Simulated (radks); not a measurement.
Effect of the nuclear size on neutral neodymium, [Xe] 4f4 6s2. Method: Dirac Kohn-Sham, PBE, spin-unpolarised, spherical densities, finite nucleus; open shells fill j = l - 1/2 first; Fermi nuclear charge, rms radius 4.9123 fm; computed with a radial shooting solver on a logarithmic mesh with Libxc functionals. The rms radius is varied about that value; shifts are against it.

| rms radius (fm) | total energy shift (eV) | density at nucleus (e/bohr^3) | 1s1/2 shift (meV) | 2s1/2 shift (meV) | 5s1/2 shift (meV) | 5p1/2 shift (meV) | 4f5/2 shift (meV) |
|---|---|---|---|---|---|---|---|
| 4.3523 | -2.79 | 4.66e+05 | -1160 | -144 | -1.02 | 0.154 | 0.233 |
| 4.7207 | -0.984 | 4.577e+05 | -408 | -50.7 | -0.361 | 0.054 | 0.082 |
| 4.9123 | 0 | 4.536e+05 | 0.000 | 0.000 | 0.000 | 0.000 | 0.000 |
| 5.0695 | 0.830 | 4.505e+05 | 344 | 42.8 | 0.304 | -0.046 | -0.069 |
| 5.4969 | 3.19 | 4.424e+05 | 1320 | 164 | 1.17 | -0.176 | -0.267 |

Slopes of the eigenvalues against <r^2> in GHz/fm^2, as finite differences over the two radii next to the reference (eigenvalue slopes, not the field-shift constants of lines): 1s1/2 53200, 2s1/2 6620, 5s1/2 47.1, 5p1/2 -7.10, 4f5/2 -10.7.
